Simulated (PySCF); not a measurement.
VOCl2, SMILES [O]=[V+]([Cl])[Cl], charge +1, multiplicity 1. Atoms are numbered in the order given.

```xyz
4

V     -0.3618    -0.4084     0.0000
O      0.4804    -1.6620     0.0000
Cl     0.1317     0.6673     1.6979
Cl     0.1317     0.6673    -1.6979
```
Charge +1, spin multiplicity 1.

Geometry: PBE0-D3(BJ)/def2-SVP. The multiplicity is an assumed one; other spin states were not compared. The isomer is the one that the SMILES or the coordinates give; other isomers of the formula were not compared.

Two levels are set side by side: PBE/pcSseg-1 (PySCF) and PBE0/pcSseg-1 (PySCF). GIAO shifts against H2O (¹⁷O), HCl (³⁵Cl) at the same level; non-relativistic, no solvent, atoms listed together averaged. Without spin–orbit terms, shifts of atoms bonded to Cl or Br come out too high at both levels. Differences are taken from unrounded values.

```json
[
 {"quantity": "δ(¹⁷O) of O2 (ppm)", "PBE": "1364.6"},
 {"quantity": "δ(³⁵Cl) of Cl3, Cl4 (ppm)", "PBE": "1660.9"}
]
```

These are the PBE values. What does PBE0 give? (The exact figures need the calculation; the answer reports its results.)


```json
[
 {"quantity": "δ(¹⁷O) of O2 (ppm)", "PBE0": "1679.4", "PBE minus PBE0": "-314.8"},
 {"quantity": "δ(³⁵Cl) of Cl3, Cl4 (ppm)", "PBE0": "1790.7", "PBE minus PBE0": "-129.8"}
]
```

Rough cost on one machine, each run with all the roots and properties that it gave: PBE0 against PBE within a factor of 2.
